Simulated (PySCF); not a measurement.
Species: CH₇AlFN.
Numbering: `[CH3:1][Al@H-:2]([NH3+:3])[F:4]` (hydrogens: H5, H6, H7 on C1; H8 on Al2; H9, H10, H11 on N3)

Method: PBE0-D3(BJ)/def2-SVP geometry optimisation, gas phase (PySCF 2.14.0); density fitting, grid level 1; the optimiser is geomeTRIC in internal coordinates, started from a GFN2-xTB structure with every atom displaced at random (about 0.01 Å).

The end geometry, which sets the zero of energy:
```
atom  x, y, z in Å
C1     -1.5939   -0.4080   -0.0648
Al2    -0.1130    0.8747   -0.1973
N3      1.5328   -0.3191    0.1457
F4      0.1439    1.8741    1.1481
H5     -1.6192   -0.9211    0.9127
H6     -1.5501   -1.1862   -0.8473
H7     -2.5718    0.0898   -0.1799
H8      0.3016    1.5398   -1.5950
H9      1.4416   -0.8108    1.0363
H10     1.6932   -1.0184   -0.5806
H11     2.3708    0.2619    0.2046
```

**Question.** These geometries come from the run, each turned onto the end geometry. Order them by energy, lowest first.
A.
```
atom  x, y, z in Å
C1     -1.6129   -0.4446   -0.0660
Al2    -0.1327    0.8839   -0.1714
N3      1.5333   -0.3199    0.1346
F4      0.2964    1.8720    1.1171
H5     -1.7119   -0.9882    0.8552
H6     -1.5912   -1.1535   -0.8770
H7     -2.5890    0.0799   -0.1889
H8      0.2949    1.5146   -1.5238
H9      1.4971   -0.7352    1.0871
H10     1.7169   -1.0499   -0.5314
H11     2.3351    0.3178    0.1469
```
B.
```
atom  x, y, z in Å
C1     -1.5855   -0.4112   -0.0665
Al2    -0.1114    0.8799   -0.2088
N3      1.5301   -0.3202    0.1422
F4      0.1679    1.8654    1.1430
H5     -1.6006   -0.9378    0.9030
H6     -1.5505   -1.1770   -0.8608
H7     -2.5628    0.0920   -0.1645
H8      0.2637    1.5633   -1.6065
H9      1.4116   -0.7875    1.0435
H10     1.7009   -1.0426   -0.5577
H11     2.3724    0.2526    0.2159
```
C.
```
atom  x, y, z in Å
C1     -1.5853   -0.4102   -0.0651
Al2    -0.1122    0.8788   -0.2088
N3      1.5414   -0.3096    0.1328
F4      0.1911    1.8474    1.1509
H5     -1.6051   -0.9515    0.8975
H6     -1.5597   -1.1682   -0.8694
H7     -2.5651    0.0907   -0.1556
H8      0.2465    1.5544   -1.6151
H9      1.3712   -0.7515    1.0390
H10     1.7203   -1.0491   -0.5471
H11     2.3929    0.2455    0.2234
```
D.
```
atom  x, y, z in Å
C1     -1.5931   -0.4028   -0.0579
Al2    -0.1056    0.8694   -0.2179
N3      1.5601   -0.3039    0.1255
F4      0.1606    1.8180    1.1646
H5     -1.6228   -0.9443    0.9099
H6     -1.5771   -1.1635   -0.8645
H7     -2.5709    0.0950   -0.1496
H8      0.2600    1.5448   -1.6265
H9      1.3539   -0.7357    1.0222
H10     1.7530   -1.0470   -0.5508
H11     2.4176    0.2468    0.2277
```

**Answer.** B (0.002 eV), C (0.008 eV), D (0.023 eV), A (0.118 eV).

In the order of the answer:

| step | E above end (eV) | largest force (eV/Å) | rms force component (eV/Å) | rms distance from end (Å) | rms bond change (Å) | bond most changed (Å) |
| --- | --- | --- | --- | --- | --- | --- |
| 4 | 0.002 | 0.07 | 0.021 | 0.026 | 0.001 | Al2–H8 -0.002 |
| 2 | 0.008 | 0.16 | 0.045 | 0.045 | 0.001 | Al2–N3 +0.003 |
| 1 | 0.023 | 0.33 | 0.112 | 0.055 | 0.003 | C1–H5 +0.005 |
| 0 | 0.118 | 1.75 | 0.554 | 0.083 | 0.025 | Al2–H8 -0.050 |

What follows is the cost of the whole optimisation. On one thread of an Arm Neoverse V2 (shared host), this took 17 s wall and 0.39 GiB of memory at its peak.
